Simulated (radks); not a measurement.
Results of a calculation; reference values are marked as such.
Effect of the nuclear size on the promethium ion Pm+, [Xe] 4f5 6s1. Code: a radial shooting solver on a logarithmic mesh with Libxc functionals. Model: Dirac Kohn-Sham, PBE, spin-unpolarised, spherical densities, finite nucleus; open shells fill j = l - 1/2 first; Fermi nuclear charge, rms radius 4.962 fm. The rms radius is varied about that value; shifts are against it.

| rms radius (fm) | total energy shift (eV) | density at nucleus (e/bohr^3) | 1s1/2 shift (meV) | 2s1/2 shift (meV) | 5s1/2 shift (meV) | 5p1/2 shift (meV) | 6s1/2 shift (meV) | 4f5/2 shift (meV) | 6p1/2 (empty) shift (meV) |
|---|---|---|---|---|---|---|---|---|---|
| 4.2624 | -3.84 | 5.103e+05 | -1590 | -200 | -1.50 | 0.139 | -0.140 | 0.261 | 0.044 |
| 4.5998 | -2.04 | 5.014e+05 | -846 | -106 | -0.799 | 0.074 | -0.074 | 0.139 | 0.023 |
| 4.962 | 0 | 4.927e+05 | 0.000 | 0.000 | 0.000 | 0.000 | 0.000 | 0.000 | 0.000 |
| 5.1257 | 0.963 | 4.89e+05 | 399 | 50.0 | 0.376 | -0.035 | 0.035 | -0.066 | -0.011 |
| 5.751 | 4.86 | 4.762e+05 | 2010 | 253 | 1.90 | -0.176 | 0.177 | -0.331 | -0.055 |

Slopes of the eigenvalues against <r^2> in GHz/fm^2, as finite differences over the two radii next to the reference (eigenvalue slopes, not the field-shift constants of lines): 1s1/2 58800, 2s1/2 7390, 5s1/2 55.5, 5p1/2 -5.14, 6s1/2 5.17, 4f5/2 -9.68, 6p1/2 (empty) -1.62.
